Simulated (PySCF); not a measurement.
SMILES [SiH2](Br)CBr (CH4Br2Si), singlet, PBE0/def2-SVP optimised geometry.

```
8

Br     1.84     0.23    -1.63
C      1.12    -0.53     0.00
Si    -0.77    -0.53     0.00
Br    -1.52     1.56     0.00
H      1.52     0.05     0.84
H      1.50    -1.56     0.08
H     -1.28    -1.23    -1.21
H     -1.25    -1.20     1.25
```

Density from PBE0/def2-TZVP (PySCF) at that geometry.

Minimum of the electron density along straight lines between bonded atoms, close to the bond critical point (lines longer than 1.1 times the sum of covalent radii, or with two minima, are not listed):

```
bond     length / Å  ρ at the minimum / e bohr⁻³  ∇²ρ there / e bohr⁻⁵  position (fraction from the first atom)
-------  ----------  ---------------------------  --------------------  ---------------------------------------
Br1–C2        1.939                        0.151                     …                                     0.56
C2–Si3        1.884                        0.120                     …                                     0.61
Si3–Br4       2.222                        0.089                     …                                     0.35
C2–H5         1.099                        0.275                 -0.93                                     0.65
C2–H6         1.101                        0.273                 -0.92                                     0.65
Si3–H7        1.487                        0.124                  0.14                                     0.49
Si3–H8        1.492                        0.122                  0.14                                     0.49
```

Problem. Some entries are withheld; supply them.

Solution. 
- Br1–C2, ∇²ρ there / e bohr⁻⁵: -0.15
- C2–Si3, ∇²ρ there / e bohr⁻⁵: 0.18
- Si3–Br4, ∇²ρ there / e bohr⁻⁵: 0.08
